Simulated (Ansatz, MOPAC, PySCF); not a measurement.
System: BNH₂F (charge 0, doublet). SMILES: B(F)[NH]
Structure (B3LYP-D3(BJ)/def2-TZVP (Ansatz, an electronic-structure program) minimum search):
```xyz
5

B     -0.3380     0.0907    -0.2603
F      0.1698     1.0668     0.4915
H     -1.2966     0.3183    -0.9451
N      0.1203    -1.2294    -0.1846
H      0.6159    -1.7671    -0.8846
```
Charge 0, spin multiplicity 2.

Unscaled harmonic wavenumbers (cm⁻¹) in rising order, each level at the stationary point that it reaches from this structure (no distance between atoms moves by over 0.3 Å); the order of modes can differ between levels, and a negative number is imaginary. B3LYP-D3(BJ)/def2-TZVP (PySCF, at the structure above): 290, 469, 537, 877, 991, 1097, 1408, 2567, 3589.

AM1 (MOPAC): 343, 527, 702, 986, 1053, 1212, 1881, 3192, 3506. Zero-point energy 19.2 against 16.9 kcal/mol; where all levels lie over 400 cm⁻¹, the wavenumbers are on average 1.165 times those of B3LYP-D3(BJ)/def2-TZVP.

PM3 (MOPAC): 320, 399, 501, 834, 900, 1194, 1504, 2540, 3617. Zero-point energy 16.9 against 16.9 kcal/mol; where all levels lie over 400 cm⁻¹, the wavenumbers are on average 0.992 times those of B3LYP-D3(BJ)/def2-TZVP.

HF/6-31G* (Ansatz): 244, 514, 628, 1011, 1095, 1193, 1485, 2788, 3781. Zero-point energy 18.2 against 16.9 kcal/mol; where all levels lie over 400 cm⁻¹, the wavenumbers are on average 1.101 times those of B3LYP-D3(BJ)/def2-TZVP.

B3LYP/6-31G* (Ansatz): 285, 470, 549, 897, 1000, 1113, 1434, 2606, 3574. Zero-point energy 17.1 against 16.9 kcal/mol; where all levels lie over 400 cm⁻¹, the wavenumbers are on average 1.014 times those of B3LYP-D3(BJ)/def2-TZVP.
